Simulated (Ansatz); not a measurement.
`C[CH2][Sn][Cl]` + `CNC` → `C[N](C)[Sn][Cl]` + `CC` at 400 K and 1 bar (ligand exchange at the Sn–C bond).

Computed with Ansatz on PBE0-D4/def2-TZVP structures; ΔE is electronic, products minus reactants. CCSD(T)/CBS is the MP2 limit (def2-TZVPP, def2-QZVPP) plus CCSD(T) − MP2 in def2-TZVPP, frozen cores. This one scheme is used for every species. Elements past krypton have def2 core potentials. For Sn outer-core shells are correlated without core-valence functions, which leaves a few kJ/mol of doubt a bond. One conformer a species, not always the lowest.

```json
{"species": "`C[CH2][Sn][Cl]`", "CCSD(T)/CBS energy (Eh)": "-752.96755", "H − E (kJ/mol)": "199.9", "S (J/(mol·K))": "384.5"}
{"species": "`CNC`", "CCSD(T)/CBS energy (Eh)": "-135.00321", "H − E (kJ/mol)": "264.6", "S (J/(mol·K))": "293.2"}
{"species": "`C[N](C)[Sn][Cl]`", "CCSD(T)/CBS energy (Eh)": "-808.28811", "H − E (kJ/mol)": "250.8", "S (J/(mol·K))": "401.3"}
{"species": "`CC`", "CCSD(T)/CBS energy (Eh)": "-79.71954", "H − E (kJ/mol)": "213.5", "S (J/(mol·K))": "244.3"}
```

H − E and S are ideal-gas, rigid-rotor, harmonic terms from PBE0-D4/def2-TZVP, for one conformer and one mirror image of each species. 1 Eh = 2625.50 kJ/mol, R = 8.31446 J/(mol·K).

Task: By hand: ΔE, ΔH, ΔS and ΔG.

Result: ΔE = (-808.28811) + (-79.71954) − (-752.96755) − (-135.00321) = -0.03689 Eh = -96.9 kJ/mol. Δ(H − E) = 250.8 + 213.5 − 199.9 − 264.6 = -0.2, so ΔH = -97.1 kJ/mol. ΔS = 401.3 + 244.3 − 384.5 − 293.2 = -32.1 J/(mol·K). ΔG = -97.1 − 400 × (-32.1)/1000 = -84.3 kJ/mol.

Task: By hand: the equilibrium constant, and the temperature at which ΔG would vanish if ΔH and ΔS stayed fixed.

Result: log₁₀ K = −ΔG/(RT ln 10) = 11.0. ΔG = 0 at ΔH/ΔS = 3025 K, far beyond where these terms or the molecules hold.

ΔH outweighs TΔS. A doubt of 5 kJ/mol in ΔE shifts log₁₀ K by 0.7 here. Other conformers and mirror images would add mixing entropy, several J/(mol·K) or more a flexible species. Modes under 60 cm⁻¹, often nearly free rotors, make the harmonic entropy too high. These are equilibria of isolated gas molecules and say nothing of rates. Largest T1 diagnostic: 0.017 (customary marks: 0.02 for closed shells, 0.045 for open ones).
